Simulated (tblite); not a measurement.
Computed with GFN2-xTB (tblite): harmonic, unscaled wavenumbers at the GFN2-xTB geometry, gas phase. This tight-binding method is rough: wavenumbers can miss measured ones by several per cent, in bad cases by 10 to 20. Modes of hydrogen on silicon can be 10 to 20 % off. One conformer each. Thermal functions are those of the rigid rotor and harmonic oscillator, without mixing of conformers.

Task: Order these by their zero-point energy, highest first (kcal/mol).
A. `O=CC1=CC=C(C=O)O1`
B. `CCCCC(N)=O`
C. `C(=C\C=C/[SiH2]OC)/F`
D. `COCC#[O+]`

Result: B (97.8), C (77.6), A (53.5), D (46.5).

```tsv
SMILES	atoms	mass (u)	symmetry number	modes under 300 cm⁻¹	ZPE (kcal/mol)	S translation (cal/(mol K))	S rotation	S vibration	S	Cp
CCCCC(N)=O	18	101.08	1	7	97.8	39.8	28.1	26.4	94.3	33.2
CO[SiH2]/C=C\C=C\F	17	132.04	1	9	77.6	40.6	29.6	33.9	104.1	38.6
O=Cc1ccc(C=O)o1	13	124.02	2	6	53.5	40.4	27.3	18.9	86.6	29.6
COCC#[O+]	10	73.03	1	3	46.5	38.8	25.3	11.6	75.8	21.1
```

Entropies and Cp are for 298.15 K and 1 bar.
